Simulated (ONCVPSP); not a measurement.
**Ca (Z = 20): one change to an ONCV potential, before and after**

```
Element                 : calcium (Ca)
Generator               : ONCVPSP 4.0.1
Type                    : optimised norm-conserving Vanderbilt (ONCV)
Functional              : PBE
Relativity              : scalar-relativistic
Frozen core             : [Ne]
Valence charge          : 10
Reference configuration : 3s2 3p6 4s2
Partial waves           : 3s+4s: rc 1.65 bohr, ncon 4, nbas 7, qcut 7.4 1/bohr, 2 projectors; 3p: rc 1.30 bohr, ncon 4, nbas 7, qcut 7 1/bohr, 2 projectors, debl 0.7 Ha; d scattering state at 0.39 Ha: rc 1.30 bohr, ncon 4, nbas 8, qcut 7.5 1/bohr, local
Local potential         : the d channel
Core correction         : none
```

In the p channel the program set the typed energies aside and used -1.029, 0.250 Ha. In the d channel the program set the typed energies aside and used 0.050 Ha.

All-electron outer shells of the reference configuration (PBE, scalar-relativistic, ld1.x):

```tsv
shell	level (eV)	outermost node (bohr)	outermost maximum (bohr)
3s	-47.09	0.45	0.99
3p	-28.01	0.42	1.04
4s	-3.77	1.43	3.42
```

Change: all radii scaled by about 1.12 (s 1.86, p 1.46, d 1.46 bohr).

Cutoffs: the cutoffs (Ha) at which the residual kinetic energy of the hardest occupied pseudo-wave falls to 1 and 0.1 mHa per electron; they do not see the model core or the augmentation charge, which bear on the density cutoff. Errors are all-electron minus pseudo energies relative to the spin-unpolarised reference configuration.

Q: How do hardness, ghosts and transferability respond?

A: The potential gets softer (18 Ha and 41 Ha → 16 Ha and 19 Ha); the errors of the 4 common tests hardly move; neither file shows a bound ghost. A larger radius leaves more room for a smooth pseudo-wave, so fewer plane waves are needed.

| quantity | base | changed |
| --- | --- | --- |
| cutoff, loose | 18 Ha | 16 Ha |
| cutoff, tight | 41 Ha | 19 Ha |
| loose cutoff by channel | s 18 Ha, p 14 Ha | s 16 Ha, p 14 Ha |
| bound ghosts | none | none |
| GHOST(+) flags under 300 eV | none | none |
| error for 3s2 3p6 4s1, meV [ΔE 6.31 eV] | -0.2 | -0.3 |
| error for 3s2 3p6 4s0, meV [ΔE 18.13 eV] | -0.9 | -1.2 |
| error for 3s2 3p6 4s1.5, meV [ΔE 2.50 eV] | -0.1 | -0.1 |
| error for 3s2 3p6 4s0 4p1, meV [ΔE 9.36 eV] | -0.3 | -0.4 |
